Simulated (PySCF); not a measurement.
System: sum formula SiN₂H₃F₂, net charge -1, singlet state. It need not be the lowest isomer of its formula. Whether it binds its extra electron was not tested at this geometry. 
Geometry from a B3LYP-D3(BJ)/def2-TZVP (Ansatz) optimisation:
```xyz
8

Si    -0.1269     0.0834    -0.0075
F      0.5927    -0.4299    -1.4059
F     -0.5644    -1.3744     0.5777
N     -1.4025     1.0908    -0.0466
N      1.3008     0.5176     0.9275
H     -1.2415     2.0212    -0.4148
H      1.2742     1.4527     1.3038
H      2.2005     0.3377     0.5042
```
Charge -1, spin multiplicity 1.

Dispersion corrections to the total energy (kcal/mol) from the dftd3 and dftd4 libraries through PySCF: D3(BJ) without and D4 with the three-body term, each with the damping fitted for the functional named.

```tsv
functional	D3(BJ)	D4
BLYP	-7.17	-9.48
TPSS	(withheld)	-5.72
TPSSh	-3.82	-5.17
B2GP-PLYP	-2.31	(withheld)
r2SCAN	(withheld)	-1.00
revPBE	-8.39	-13.52
PW6B95	-1.67	-3.83
```

Problem. Some entries are withheld; supply them.

Solution. 
- TPSS, D3(BJ): -4.18
- B2GP-PLYP, D4: -1.74
- r2SCAN, D3(BJ): -0.89
